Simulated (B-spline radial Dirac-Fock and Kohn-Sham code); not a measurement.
## Auger parameter of holmium: the K level and its strongest K-LL line

These are calculated numbers from a radial B-spline solver; the model is multi-electron Dirac-Fock with separately optimised hole states, Breit and Lamb-shift corrections added in first order. The modified Auger parameter α′ is the binding energy plus the kinetic energy of the Auger electron; it does not depend on the energy zero. For free ions it tends to fall with charge, since less charge screens the final holes.

```csv
species,configuration,binding 1s (eV),Auger line,kinetic (eV),α′ (eV)
Ho,[Xe] 4f11 6s2,55616.6,L2L3 J=2,38409.6,94026.2
Ho,[Xe] 4f10 5d1 6s2,55624.5,L2L3 J=2,38399.2,94023.7
Ho,[Xe] 4f13,55602.3,L2L3 J=2,38433.0,94035.3
Ho,[Xe] 4f12 6s1,55607.6,L2L3 J=2,38422.2,94029.8
Ho⁺,[Xe] 4f11 6s1,55623.7,L2L3 J=2,38401.1,94024.8
Ho⁺,[Xe] 4f11 5d1,55621.4,L2L3 J=2,38404.5,94025.9
Ho²⁺,[Xe] 4f11,55632.0,L2L3 J=2,38391.7,94023.7
Ho²⁺ (Watson 2.4 Å),[Xe] 4f11,55620.0,L2L3 J=2,38403.7,94023.7
Ho³⁺,[Xe] 4f10,55652.6,L2L3 J=2,38366.6,94019.3
Ho³⁺,[Xe] 4f9 6p1,55666.5,L2L3 J=2,38349.3,94015.8
Ho³⁺,[Xe] 4f9 6s1,55665.2,L2L3 J=2,38350.4,94015.7
Ho³⁺ (Watson 2 Å),[Xe] 4f10,55631.0,L2L3 J=2,38388.2,94019.3
Ho⁴⁺,[Xe] 4f9,55675.8,L2L3 J=2,38339.1,94014.9
Ho⁵⁺,[Kr] 4d10 4f9 5s2 5p5,55694.7,L2L3 J=2,38319.7,94014.5
Ho⁶⁺,[Kr] 4d10 4f9 5s2 5p4,55714.6,L2L3 J=2,38299.6,94014.2
Ho⁷⁺,[Kr] 4d10 4f9 5s2 5p3,55735.3,L2L3 J=2,38278.9,94014.2
```
